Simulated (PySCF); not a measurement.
Isomers of C6H11O2 (doublet state), one GFN2-xTB conformer each. Single-point energies are computed at B3LYP/pcH-1 (PySCF, gas phase, no added dispersion term), electronic only. GFN2-xTB treats the open shell by occupation alone, and not every SCF solution was tested for stability.

```tsv
SMILES	GFN2-xTB relative energy (kcal/mol)
CO[C](C)[C@H](C)C=O	12.6
CC[C@@H](C)[CH]OC=O	0.0
CC[C](C)COC=O	2.8
[CH2][C@@H](C)COC(C)=O	5.8
```

Conformers: `[CH3:1][O:2][C:3]([CH3:4])[C@H:5]([CH3:6])[CH:7]=[O:8]` (doublet state) with C1–O2–C3–C4 -24°, O2–C3–C5–C6 20°, C3–C5–C7–O8 -95°; `[CH3:1][CH2:2][C@@H:3]([CH3:4])[CH:5][O:6][CH:7]=[O:8]` (doublet state) with C1–C2–C3–C4 175°, C2–C3–C5–O6 119°, C3–C5–O6–C7 179°, C5–O6–C7–O8 0°; `[CH3:1][CH2:2][C:3]([CH3:4])[CH2:5][O:6][CH:7]=[O:8]` (doublet state) with C1–C2–C3–C4 69°, C2–C3–C5–O6 82°, C3–C5–O6–C7 -102°, C5–O6–C7–O8 -2°; `[CH2:1][C@@H:2]([CH3:3])[CH2:4][O:5][C:6]([CH3:7])=[O:8]` (doublet state) with H–C1–C2–C3 143° and -47°, C1–C2–C4–O5 65°, C2–C4–O5–C6 -94°, C4–O5–C6–C7 178°.

What does B3LYP/pcH-1 give for the same structures?

| SMILES | B3LYP/pcH-1 E (Eh) | B3LYP/pcH-1 (kcal/mol) | GFN2-xTB (kcal/mol) | point group |
| --- | --- | --- | --- | --- |
| CC[C](C)COC=O | -385.69479 | 0.0 | 2.8 | C1 |
| [CH2][C@@H](C)COC(C)=O | -385.69477 | 0.0 | 5.8 | C1 |
| CC[C@@H](C)[CH]OC=O | -385.69133 | 2.2 | 0.0 | C1 |
| CO[C](C)[C@H](C)C=O | -385.65805 | 23.1 | 12.6 | C1 |

GFN2-xTB puts CC[C@@H](C)[CH]OC=O lowest instead; measured from each level's own lowest isomer, the values differ by up to 10.5 kcal/mol (CO[C](C)[C@H](C)C=O: 12.6 against 23.1). Neighbours under 5.0 kcal/mol apart (CC[C](C)COC=O and [CH2][C@@H](C)COC(C)=O; [CH2][C@@H](C)COC(C)=O and CC[C@@H](C)[CH]OC=O) can change places with a better method, another conformer or zero-point energy.

As an exercise, what shares would exp(−E/RT) give at 500 K from these electronic energies alone (no entropy, no degeneracies)?

RT = 0.994 kcal/mol: CC[C](C)COC=O 47.7 %, [CH2][C@@H](C)COC(C)=O 46.9 %, CC[C@@H](C)[CH]OC=O 5.3 %, CO[C](C)[C@H](C)C=O under 0.1 %.
